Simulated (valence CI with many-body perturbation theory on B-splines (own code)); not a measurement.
**Zn23+: electric-dipole lines**

Method: valence CI with perturbative core correlation (CI+MBPT): five valence electrons over a frozen Dirac-Fock core [He], a basis of 9 s, 9 p, 8 d, 6 f, 3 g, 1 h functions for each j, with the one-electron correlation potential Σ1, the two-electron term Σ2, the three-electron term Σ3, Breit, model QED; selected CI, second order for the rest (own B-spline code, finite nucleus).

No measured spectrum was set against this ion. As an estimate, levels of excited configurations hold to 0.05 to 0.15 % of their energy, terms of the ground configuration to about 0.5 %. Among the levels kept, up to 2200 cm⁻¹ of a level comes from second order outside the variational space, and about a tenth of that is noise between levels of different J, which matters for small intervals.

Lines 151 to 200 of 278 in falling wavelength, among levels below 1388.9 eV, chosen from the strongest by gf and those to the six lowest levels. Wavelengths and rates use the calculated energies, so an error of 900 cm⁻¹ moves a line at 1.003 nm by 0.009 % and its rate by three times that or more. Electric multipoles are in the length gauge, E1 and E2 with the static RPA response of the core. Weak lines are less certain than strong ones. Lines between different terms over intervals too small for the method are left out, as are lines whose strength nearly cancels. The highest levels of a list are the least certain.

Names give the largest LS component (configuration and term), which can be under half, so a name can repeat, a term be missing and a line seem to break the LS rules; names also repeat where a configuration has a term twice. Letters in brackets count levels of one name in rising energy.

```
λ vac (nm)                  Upper            Lower   A (s⁻¹)  S (a.u.) with core polarisation  S without
     1.003      2s2.2p2.3s 4P_3/2  2s2.2p3 2D°_3/2  5.45e+11                         1.09e-03   1.08e-03
     1.003      2s.2p3.3s 4D°_3/2    2s.2p4 4P_3/2  2.30e+12                         4.57e-03   4.55e-03
     1.002      2s.2p3.3s 4D°_5/2    2s.2p4 4P_3/2  5.88e+11                         1.75e-03   1.75e-03
     1.001      2s2.2p2.3s 2P_3/2  2s2.2p3 2D°_5/2  3.24e+12                         6.41e-03   6.38e-03
    0.9999      2s2.2p2.3s 2P_1/2  2s2.2p3 2D°_3/2  4.49e+12                         4.43e-03   4.42e-03
    0.9991      2s2.2p2.3s 4P_1/2  2s2.2p3 4S°_3/2  2.94e+12                         2.89e-03   2.88e-03
    0.9941      2s2.2p2.3s 2P_3/2  2s2.2p3 2D°_3/2  8.27e+11                         1.60e-03   1.60e-03
    0.9909      2s2.2p2.3s 2S_1/2  2s2.2p3 2P°_3/2  1.94e+12                         1.86e-03   1.86e-03
    0.9908      2s2.2p2.3s 2D_3/2  2s2.2p3 2P°_1/2  7.78e+10                         1.49e-04   1.49e-04
    0.9900      2s.2p3.3s 4D°_3/2    2s.2p4 4P_5/2  3.76e+11                         7.21e-04   7.19e-04
    0.9895      2s.2p3.3s 2D°_5/2    2s.2p4 4P_3/2  5.58e+11                         1.60e-03   1.60e-03
    0.9891      2s.2p3.3s 4D°_5/2    2s.2p4 4P_5/2  2.27e+12                         6.52e-03   6.50e-03
    0.9846      2s2.2p2.3s 4P_3/2  2s2.2p3 4S°_3/2  1.77e+12                         3.33e-03   3.32e-03
    0.9838      2s.2p3.3s 4D°_7/2    2s.2p4 4P_5/2  3.19e+12                         1.20e-02   1.20e-02
    0.9826      2s2.2p2.3s 2D_5/2  2s2.2p3 2D°_5/2  2.03e+12                         5.69e-03   5.67e-03
    0.9819      2s.2p3.3s 2D°_3/2    2s.2p4 4P_5/2  2.34e+11                         4.38e-04   4.36e-04
    0.9814      2s2.2p2.3s 2P_1/2  2s2.2p3 4S°_3/2  1.25e+11                         1.17e-04   1.16e-04
    0.9808      2s2.2p2.3s 2D_3/2  2s2.2p3 2D°_5/2  6.40e+11                         1.19e-03   1.19e-03
    0.9788      2s2.2p2.3s 4P_5/2  2s2.2p3 4S°_3/2  2.03e+12                         5.64e-03   5.62e-03
    0.9771      2s.2p3.3s 2D°_5/2    2s.2p4 4P_5/2  2.25e+11                         6.21e-04   6.19e-04
    0.9770      2s2.2p2.3s 2S_1/2  2s2.2p3 2P°_1/2  2.25e+12                         2.07e-03   2.06e-03
    0.9762      2s2.2p2.3s 2D_5/2  2s2.2p3 2D°_3/2  1.22e+12                         3.36e-03   3.35e-03
    0.9759      2s2.2p2.3s 2P_3/2  2s2.2p3 4S°_3/2  1.59e+11                         2.92e-04   2.91e-04
    0.9754      2s2.2p2.3d 4F_3/2  2s2.2p3 2P°_1/2  6.80e+10                         1.25e-04   1.25e-04
    0.9745  2s2.2p2.3d 2P_3/2 [a]  2s2.2p3 2P°_3/2  5.31e+11                         9.70e-04   9.71e-04
    0.9745      2s2.2p2.3s 2D_3/2  2s2.2p3 2D°_3/2  4.98e+11                         9.10e-04   9.07e-04
    0.9736  2s2.2p2.3d 4F_5/2 [b]  2s2.2p3 2P°_3/2  2.59e+10                         7.07e-05   7.08e-05
    0.9734      2s2.2p2.3d 4D_1/2  2s2.2p3 2P°_3/2  3.02e+11                         2.75e-04   2.76e-04
    0.9697      2s2.2p2.3d 4D_3/2  2s2.2p3 2P°_3/2  2.05e+11                         3.69e-04   3.69e-04
    0.9695      2s2.2p2.3d 2F_5/2  2s2.2p3 2P°_3/2  1.81e+11                         4.89e-04   4.89e-04
    0.9657      2s2.2p2.3d 4F_3/2  2s2.2p3 2D°_5/2  2.58e+10                         4.59e-05   4.60e-05
    0.9650      2s2.2p2.3d 4D_5/2  2s2.2p3 2P°_3/2  7.18e+10                         1.91e-04   1.91e-04
    0.9628      2s2.2p2.3d 4P_1/2  2s2.2p3 2P°_3/2  2.72e+11                         2.40e-04   2.40e-04
    0.9621  2s2.2p2.3d 4F_5/2 [a]  2s2.2p3 2D°_5/2  1.70e+11                         4.48e-04   4.49e-04
    0.9611  2s2.2p2.3d 2P_3/2 [a]  2s2.2p3 2P°_1/2  9.24e+11                         1.62e-03   1.62e-03
    0.9611      2s2.2p2.3s 2S_1/2  2s2.2p3 2D°_3/2  6.34e+10                         5.56e-05   5.54e-05
    0.9610  2s2.2p2.3d 2P_1/2 [a]  2s2.2p3 2P°_3/2  1.83e+12                         1.61e-03   1.61e-03
    0.9600      2s2.2p2.3d 4D_1/2  2s2.2p3 2P°_1/2  1.03e+12                         9.01e-04   9.02e-04
    0.9597  2s2.2p2.3d 2D_5/2 [a]  2s2.2p3 2P°_3/2  7.73e+10                         2.02e-04   2.03e-04
    0.9596      2s2.2p2.3d 4F_3/2  2s2.2p3 2D°_3/2  1.06e+12                         1.84e-03   1.84e-03
    0.9592  2s2.2p2.3d 2D_3/2 [a]  2s2.2p3 2P°_3/2  9.75e+11                         1.70e-03   1.70e-03
    0.9586      2s2.2p2.3s 2D_5/2  2s2.2p3 4S°_3/2  7.04e+10                         1.84e-04   1.83e-04
    0.9564      2s2.2p2.3d 4D_3/2  2s2.2p3 2P°_1/2  1.07e+12                         1.84e-03   1.84e-03
    0.9560  2s2.2p2.3d 4F_5/2 [a]  2s2.2p3 2D°_3/2  9.34e+11                         2.42e-03   2.42e-03
    0.9540       2s.2p3.3p 6P_5/2  2s2.2p3 2P°_3/2  1.64e+10                         4.22e-05   4.22e-05
    0.9517  2s2.2p2.3d 2P_3/2 [a]  2s2.2p3 2D°_5/2  1.34e+12                         2.28e-03   2.28e-03
    0.9509      2s2.2p2.3d 4F_7/2  2s2.2p3 2D°_5/2  8.08e+11                         2.74e-03   2.75e-03
    0.9508  2s2.2p2.3d 4F_5/2 [b]  2s2.2p3 2D°_5/2  1.76e+11                         4.49e-04   4.49e-04
    0.9506      2s2.2p2.3d 4P_3/2  2s2.2p3 2P°_1/2  1.43e+11                         2.43e-04   2.43e-04
    0.9497      2s2.2p2.3d 4P_1/2  2s2.2p3 2P°_1/2  1.03e+12                         8.72e-04   8.74e-04
```
